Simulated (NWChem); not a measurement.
# TiHCl3; SMILES [TiH]([Cl])([Cl])[Cl]

```xyz
5

Ti     0.0000     0.0000    -0.2901
Cl    -0.5672    -2.0290     0.1632
Cl     2.0408     0.5233     0.1632
Cl    -1.4736     1.5057     0.1632
H      0.0000     0.0000    -1.9408
```
Atoms are numbered in this order, from 1.

Program: NWChem. Medium grid unless said otherwise, to which SCAN and Minnesota functionals are sensitive. All runs use the structure optimised with PBE0/def2-SVP.

Task: Among these, which level gives the lowest value of “dipole (D)”?
A. B3LYP/def2-SVP
B. r2SCAN/def2-SVP
C. BP86/def2-SVP
D. BHandHLYP/def2-SVP

Result: D, BHandHLYP/def2-SVP. Values: BHandHLYP/def2-SVP 0.02; B3LYP/def2-SVP 0.31; r2SCAN/def2-SVP 0.36; BP86/def2-SVP 0.50
